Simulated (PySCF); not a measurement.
C₄H₉NSi, SMILES CN=C1C[SiH2]C1. Geometry: ωB97X-D3(BJ)/def2-SVP. The structure was generated by enumeration, and PubChem lists no compound with its InChIKey, so it may never have been made.

Task: Give the equilibrium geometry at ωB97X-D3(BJ)/def2-SVP (PySCF confirms it by a frequency run) as Cartesian coordinates in Å. (An estimate is asked for; the answer gives what the named calculation found.)

Result: 
```xyz
15

C      2.5372     0.7809     0.4519
N      1.6562    -0.3663     0.4235
C      0.4867    -0.2587    -0.0439
C     -0.3146     0.9652    -0.5393
Si    -1.8788    -0.0304    -0.0980
C     -0.5481    -1.3876    -0.0628
H      2.8083     1.0052     1.4972
H      2.1273     1.6980    -0.0099
H      3.4754     0.5226    -0.0661
H     -0.0864     1.9247    -0.0546
H     -0.2080     1.0896    -1.6311
H     -2.9619    -0.1215    -1.1179
H     -2.4615     0.3132     1.2294
H     -0.5088    -1.9240    -1.0274
H     -0.4415    -2.1172     0.7515
```
Charge 0, spin multiplicity 1.
